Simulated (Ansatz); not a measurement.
Reaction (isomerisation): `C[SiH2]N[SiH3]` → `CN([SiH3])[SiH3]`

Isolated molecules relaxed with PBE0-D4/def2-TZVP in Ansatz; ΔE leaves out vibrations. CCSD(T)/CBS is the MP2 limit (def2-TZVPP, def2-QZVPP) plus CCSD(T) − MP2 in def2-TZVPP, frozen cores. DFT in def2-TZVPP. B3LYP here is the variant with VWN-RPA as its local correlation; programs differ in this. Each species was taken in one conformer, which may not be the lowest.

```csv
level,ΔE (kJ/mol),difference from CCSD(T)/CBS
r2SCAN0-D4,91.1,3.1
ωB97X-V,84.3,-3.7
PBE-QIDH,88.7,0.7
revPBE,89.0,1.0
PBE0,89.0,1.0
B3LYP,87.9,-0.1
r2SCANh,91.5,3.5
r2SCAN0,91.7,3.7
LC-ωPBE,90.1,2.1
RPA@PBE/def2-TZVPP,77.4,-10.6
CCSD(T)/CBS,88.0,0
```

Largest T1 diagnostic among the species: 0.011.

The D4 term adds −4.0 kJ/mol with B3LYP and −2.1 kJ/mol with PBE0; it sums over pairs of atoms, weighted by their polarisabilities, and B3LYP, whose exchange is more repulsive, gets the larger term. Leaving LDA and LC-ωPBE aside and taking each functional with its dispersion term where it has one, the values, not all of them listed here, spread over 10.9 kJ/mol, from revPBE-D4 to B97M-V. LDA lies −4.7 kJ/mol from PBE without D4. At CCSD(T), def2-SVP lies −21.1 kJ/mol from the extrapolated value and def2-TZVPP −3.1 kJ/mol.
